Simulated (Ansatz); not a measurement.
Stepwise reaction of `CCB(O)CC` with methanol, as a gas-phase model of exchange steps in deposition or etching. ΔE in kJ/mol.

Calculated with Ansatz (gas phase, PBE0-D4/def2-TZVP geometries, no zero-point term in ΔE). CBS: MP2 limit from def2 TZ/QZ plus the TZ coupled-cluster correction, frozen cores. This one scheme is used for every species. DFT in def2-TZVPP. B3LYP here is the variant with VWN-RPA as its local correlation; programs differ in this. Each species was taken in one conformer, which may not be the lowest.

```json
{"step": "1", "reaction": "`CCB(O)CC` + CH₃OH → `CCB(O)OC` + `CC`", "PBE-D4": "-139.0", "B3LYP-D4": "-147.8", "ωB97M-V": "-145.2", "CCSD(T)/CBS": "-142.7"}
```

**Question.** Give the row of step 2, `CCB(O)OC` + CH₃OH → `COB(O)OC` + `CC`. (Estimate.)

**Answer.** Ansatz gave: 
| step | reaction | PBE-D4 | B3LYP-D4 | ωB97M-V | CCSD(T)/CBS |
| --- | --- | --- | --- | --- | --- |
| 2 | `CCB(O)OC` + CH₃OH → `COB(O)OC` + `CC` | -119.4 | -130.5 | -126.4 | -125.2 |

**Question.** By hand: ΔE of the 2 steps together at CCSD(T)/CBS.

**Answer.** (-142.7) + (-125.2) = -267.9 kJ/mol, or -133.9 kJ/mol a step.

In ΔE each step is higher than the one before. All are downhill at CCSD(T)/CBS. PBE-D4 differs from CCSD(T)/CBS by 3.7 to 5.8 kJ/mol a step. Isolated molecules leave out the surface, adducts and barriers. Largest T1 diagnostic: 0.012.
